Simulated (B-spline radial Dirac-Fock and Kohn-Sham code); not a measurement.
## Sm¹⁷⁺: scattering cross sections and density moments

System: samarium as Sm¹⁷⁺, configuration [Kr] 4d9.

Method: Dirac-Fock orbitals of the configuration average with a finite nucleus. Computed with an atomic code on a B-spline grid.

| Quantity | Value |
| --- | --- |
| Sum of ⟨r⟩ | 15.23 bohr |
| Sum of ⟨r²⟩ | 8.208 bohr² |
| Sum of ⟨1/r⟩ | 397.57 per bohr |
| Langevin diamagnetic susceptibility | -6.50 × 10⁻⁶ cm³/mol |
| Lamb shielding (α²/3)Σ⟨1/r⟩ | 7057 ppm |

Coherent scattering is the Thomson cross section weighted by f₀², without anomalous dispersion; incoherent scattering is Klein-Nishina weighted by S. The Lamb formula is the non-relativistic shielding expression. Electron correlation is left out. A dash stands where the photon energy is too low for the impulse approximation behind that column.

```
hν (keV)  coherent (b)  incoherent (b)  incoherent per electron (b)
       2          1302               –                            –
  8.0478         862.9           4.441                       0.0987
      10         729.3           5.802                        0.129
 17.4793         421.6           10.10                        0.224
      20         363.4           11.19                        0.249
      30         217.6           14.23                        0.316
      50         102.0           17.12                        0.380
    1000        0.4380           9.416                        0.209
```

Incoherent scattering overtakes coherent scattering between 50 and 1000 keV.
